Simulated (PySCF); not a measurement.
SMILES CC(C)/C=C\N, singlet, GFN2-xTB optimised geometry.

```
17

C      1.40    -1.67     0.79
C      0.87    -0.47     0.00
C      1.40    -0.50    -1.44
C     -0.63    -0.47     0.00
C     -1.41     0.61     0.00
N     -0.99     1.93    -0.07
H      1.03    -1.64     1.81
H      2.49    -1.65     0.81
H      1.08    -2.60     0.32
H      1.24     0.45     0.48
H      2.49    -0.48    -1.45
H      1.03     0.36    -1.99
H      1.06    -1.40    -1.94
H     -1.10    -1.44    -0.04
H     -2.49     0.50    -0.01
H     -0.02     2.07     0.15
H     -1.59     2.60     0.39
```

Density from B3LYP/def2-SVP (PySCF 2.14.0) at that geometry.

Minimum of the electron density along straight lines between bonded atoms, close to the bond critical point (lines longer than 1.1 times the sum of covalent radii, or with two minima, are not listed):

```json
[
 {"bond": "C1–C2", "length / Å": "1.528", "ρ at the minimum / e bohr⁻³": "0.245", "∇²ρ there / e bohr⁻⁵": "-0.56", "position (fraction from the first atom)": "0.50"},
 {"bond": "C2–C3", "length / Å": "1.532", "ρ at the minimum / e bohr⁻³": "0.242", "∇²ρ there / e bohr⁻⁵": "-0.55", "position (fraction from the first atom)": "0.50"},
 {"bond": "C2–C4", "length / Å": "1.503", "ρ at the minimum / e bohr⁻³": "0.255", "∇²ρ there / e bohr⁻⁵": "-0.60", "position (fraction from the first atom)": "0.50"},
 {"bond": "C4–C5", "length / Å": "1.331", "ρ at the minimum / e bohr⁻³": "0.341", "∇²ρ there / e bohr⁻⁵": "-0.91", "position (fraction from the first atom)": "0.48"},
 {"bond": "C5–N6", "length / Å": "1.388", "ρ at the minimum / e bohr⁻³": "0.302", "∇²ρ there / e bohr⁻⁵": "-0.92", "position (fraction from the first atom)": "0.36"},
 {"bond": "C1–H7", "length / Å": "1.088", "ρ at the minimum / e bohr⁻³": "0.277", "∇²ρ there / e bohr⁻⁵": "-1.02", "position (fraction from the first atom)": "0.62"},
 {"bond": "C1–H8", "length / Å": "1.088", "ρ at the minimum / e bohr⁻³": "0.277", "∇²ρ there / e bohr⁻⁵": "-1.01", "position (fraction from the first atom)": "0.62"},
 {"bond": "C1–H9", "length / Å": "1.088", "ρ at the minimum / e bohr⁻³": "0.277", "∇²ρ there / e bohr⁻⁵": "-1.01", "position (fraction from the first atom)": "0.62"},
 {"bond": "C2–H10", "length / Å": "1.098", "ρ at the minimum / e bohr⁻³": "0.273", "∇²ρ there / e bohr⁻⁵": "-0.96", "position (fraction from the first atom)": "0.61"},
 {"bond": "C3–H11", "length / Å": "1.088", "ρ at the minimum / e bohr⁻³": "0.276", "∇²ρ there / e bohr⁻⁵": "-1.00", "position (fraction from the first atom)": "0.62"},
 {"bond": "C3–H12", "length / Å": "1.087", "ρ at the minimum / e bohr⁻³": "0.278", "∇²ρ there / e bohr⁻⁵": "-1.02", "position (fraction from the first atom)": "0.62"},
 {"bond": "C3–H13", "length / Å": "1.088", "ρ at the minimum / e bohr⁻³": "0.277", "∇²ρ there / e bohr⁻⁵": "-1.01", "position (fraction from the first atom)": "0.62"},
 {"bond": "C4–H14", "length / Å": "1.079", "ρ at the minimum / e bohr⁻³": "0.280", "∇²ρ there / e bohr⁻⁵": "-1.03", "position (fraction from the first atom)": "0.62"},
 {"bond": "C5–H15", "length / Å": "1.082", "ρ at the minimum / e bohr⁻³": "0.285", "∇²ρ there / e bohr⁻⁵": "-1.09", "position (fraction from the first atom)": "0.63"},
 {"bond": "N6–H16", "length / Å": "1.010", "ρ at the minimum / e bohr⁻³": "0.336", "∇²ρ there / e bohr⁻⁵": "-1.57", "position (fraction from the first atom)": "0.76"},
 {"bond": "N6–H17", "length / Å": "1.009", "ρ at the minimum / e bohr⁻³": "0.337", "∇²ρ there / e bohr⁻⁵": "-1.56", "position (fraction from the first atom)": "0.76"}
]
```
